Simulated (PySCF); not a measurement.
**[Tl(OH)2]− relaxed at several levels**

Computed with PySCF 2.14.0, def2-SVP on the ligands, density fitting, scalar-relativistic core potentials, no spin-orbit coupling, vacuum. Each row is relaxed at its own level from the same template. Distances are means of the shortest metal–ligand contacts, charges and spins Mulliken's; removal energies are rigid, with the ligand's formal charge and no counterpoise, so too large; for an anion taken off a cation in vacuum most of it is the attraction of opposite charges, and multiply charged cations can part far more cheaply with an electron moved from ligand to metal.

```
level   basis on the metal  point group  M–OH (Å)  charge on M (e)  HOMO–LUMO gap (eV)  removal of one OH (eV)  strongest infrared band, degenerate modes summed (cm⁻¹)  unstable modes (below −25 cm⁻¹)
  PBE  def2-SVP with ECP60          C2v     2.275            -0.12                3.21                    3.83                                                      344                                0
```

Question: What does the calculation give for BP86, def2-SVP with ECP60?

Answer: point group: C2v, M–OH (Å): 2.275, charge on M (e): -0.12, HOMO–LUMO gap (eV): 3.24, removal of one OH (eV): 3.76, unstable modes (below −25 cm⁻¹): 0.
```xyz
5

Tl    1.4321   -0.4176    0.0306
O    -0.0928    0.1460    1.6215
H    -0.8789    0.3358    1.0674
O    -0.0928   -0.0918   -1.6254
H    -0.8789    0.1767   -1.1049
```

Moved off a saddle point of the template and relaxed again: BP86, PBE. One start shape was tried for each, so a minimum needn't be the lowest isomer.
